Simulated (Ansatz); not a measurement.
The same path of BCl3 + BrH (6 atoms, charge 0, multiplicity 1) was run twice with different band settings. Lost on the way: B1–Cl2, Br5–H6. Made: B1–Br5, Cl2–H6.

The calculation used RKS revPBE-D4/def2-SVP in Ansatz 0.2.0.

Relaxed end points:

```xyz
6
Properties=species:S:1:pos:R:3
B -0.005 0.400 0.000
Cl -0.009 0.691 1.745
Cl 1.518 0.315 -0.861
Cl -1.527 0.234 -0.854
Br 0.100 -3.144 1.033
H 0.078 -2.010 1.916
```

```xyz
6
Properties=species:S:1:pos:R:3
B 0.029 -0.663 -0.559
Cl 0.008 0.303 2.781
Cl 1.522 0.177 -0.913
Cl -1.518 0.089 -0.884
Br 0.087 -2.472 0.122
H 0.027 -0.948 2.432
```

Common settings: spring 5.0 eV/Å²; optimiser quadratic models (default); start path through a guess of the saddle point; force threshold 0.05 eV/Å; iteration limit 60; end points relaxed.

| run | movable images | climbing image |
| --- | --- | --- |
| 1 | 7 | yes |
| 2 | 1 | no |

Q: What does each run give, and how far can it be trusted?

A: Run 1: converged after 33 iterations, highest image 0.760 eV above the first end. A vibrational analysis at the climbing image gives one clearly imaginary mode, 485i cm⁻¹: a first-order saddle point.
Run 2: converged after 8 iterations, highest image 0.756 eV above the first end. No image climbed, so the highest image needn't sit at the top of the path. So few images can step over the top or miss a turn of the path.
The orbitals stay closed-shell, which can raise the energy where a bond breaks towards radicals; this wasn't checked here.
